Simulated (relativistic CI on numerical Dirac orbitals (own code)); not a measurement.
Method of calculation: Dirac-Coulomb-Breit CI, separate exchange-only KLI orbitals for each configuration, QED by a radiative potential, unscaled Slater integrals (own radial code, finite nucleus).

The strongest absorption lines from the ground level of an ion, among the configurations computed and to levels below about 1740 eV (vacuum wavelength in nm, gf): 0.88811 (0.41), 0.95288 (0.98), 1.0805 (6.6), 1.1126 (0.69), 1.1259 (0.14), 1.1272 (0.31), 1.3896 (0.33), 1.4041 (0.098).

Question: Which ion is it?
A. I XXVI
B. Pr XXXII
C. Tb XXXVIII
D. Ba XXIX

Answer: B. Pr XXXII has 28 electrons and the ground level 3s2 3p6 3d10 1S_0; the strongest line goes to 3s2 3p6 3d9 4f 1P°_1. The pattern of lines fixes the number of electrons, and along that sequence the line energies rise steadily with the charge (about as its square where n changes within one kind of shell, about linearly where n is kept but much faster in heavy ions where fine structure, which grows about as Z⁴, sets the gap, and irregularly where shells cross), which fixes Z. Configurations outside the model, such as inner-shell arrays, can give stronger lines. At this charge energies of transitions that change n are usually good to better than 1 %, and those within a shell (Δn = 0) to a few per cent.

LS names give the leading component of a level, which can be under half, so a name can repeat, a term be missing and a line seem to break the LS rules.
